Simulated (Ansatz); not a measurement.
`[S]=[W](=[S])([Cl])[Cl]`, charge 0, multiplicity 1.

(1) Give a relaxed structure at PBE0-D4/def2-TZVP (the Gaussian-basis code of Ansatz). (Best estimate.)

## Answers

(1) Computed: 
Cartesian coordinates in Å:
```
S 0.3616 0.7429 1.9413
W 0.0000 -0.0002 -0.0001
S -0.1645 1.6445 -1.3114
Cl 1.7416 -1.2620 -0.6314
Cl -1.9387 -1.1252 0.0016
```
Point group C2v.
